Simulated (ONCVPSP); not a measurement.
**Before and after: ONCV potential for Hg**

* Element: mercury (Hg)
* Generator: ONCVPSP 4.0.1
* Type: optimised norm-conserving Vanderbilt (ONCV)
* Functional: PBEsol
* Relativity: fully relativistic
* Frozen core: [Kr] 4d10 4f14
* Valence charge: 20
* Reference configuration: 5s2 5p6 5d10 6s2
* Partial waves: 5s+6s: rc 1.45 bohr, ncon 4, nbas 7, qcut 6.9 1/bohr, 2 projectors; 5p: rc 1.50 bohr, ncon 3, nbas 6, qcut 10.5 1/bohr, 2 projectors, debl 2.8 Ha; 5d: rc 1.80 bohr, ncon 4, nbas 9, qcut 10.3 1/bohr, 2 projectors, debl 1.3 Ha
* Local potential: polynomial inside 1.35 bohr (lpopt 4, dvloc0 0 Ha)
* Core correction: none

Open shells are filled in proportion to 2j + 1.

All-electron outer shells of the reference configuration (PBEsol, scalar-relativistic, ld1.x):

```csv
shell,level (eV),outermost node (bohr),outermost maximum (bohr)
5s,-118.25,0.47,0.82
4f,-95.96,–,0.37
5p,-66.53,0.51,0.93
5d,-9.88,0.55,1.17
6s,-6.87,1.08,2.21
```

Change: s: qcut 8.8.

Cutoffs: the cutoffs (Ha) at which the residual kinetic energy of the hardest occupied pseudo-wave falls to 1 and 0.1 mHa per electron; they do not see the model core or the augmentation charge, which bear on the density cutoff. Errors are all-electron minus pseudo energies relative to the spin-unpolarised reference configuration.

Question: Predict the effect on cutoff, ghosts and configuration errors.

Answer: The potential gets softer (35 Ha and 53 Ha → 35 Ha and 41 Ha); of the 4 tests that both files solve, the error grows in 0 and shrinks in 3 by more than 15 % and 0.3 meV (median size 2.2 → 1.1 meV); neither file shows a bound ghost.

```csv
quantity,base,changed
"cutoff, loose",35 Ha,35 Ha
"cutoff, tight",53 Ha,41 Ha
loose cutoff by channel,"s 22 Ha, p 35 Ha, d 25 Ha","s 29 Ha, p 35 Ha, d 25 Ha"
bound ghosts,none,none
GHOST(+) flags under 300 eV,none,none
"error for 5s2 5p6 5d10 6s1, meV [ΔE 10.75 eV]",-0.8,-0.4
"error for 5s2 5p6 5d10 6s0, meV [ΔE 29.77 eV]",-5.0,-2.9
"error for 5s2 5p6 5d9 6s0, meV [ΔE 65.33 eV]",-3.5,-1.8
"error for 5s2 5p6 5d10 6s1 6p1, meV [ΔE 6.05 eV]",-0.5,-0.2
s: phases at 1.47 bohr within 0.05 rad from the reference energy up to (Ha; the scan ends near 5),to the end of the scan,to the end of the scan
p3/2: phases at 1.52 bohr within 0.05 rad from the reference energy up to (Ha; the scan ends near 5),to the end of the scan,to the end of the scan
p1/2: phases at 1.52 bohr within 0.05 rad from the reference energy up to (Ha; the scan ends near 5),to the end of the scan,to the end of the scan
d5/2: phases at 1.83 bohr within 0.05 rad from the reference energy up to (Ha; the scan ends near 5),3.0,3.0
d3/2: phases at 1.83 bohr within 0.05 rad from the reference energy up to (Ha; the scan ends near 5),to the end of the scan,to the end of the scan
```
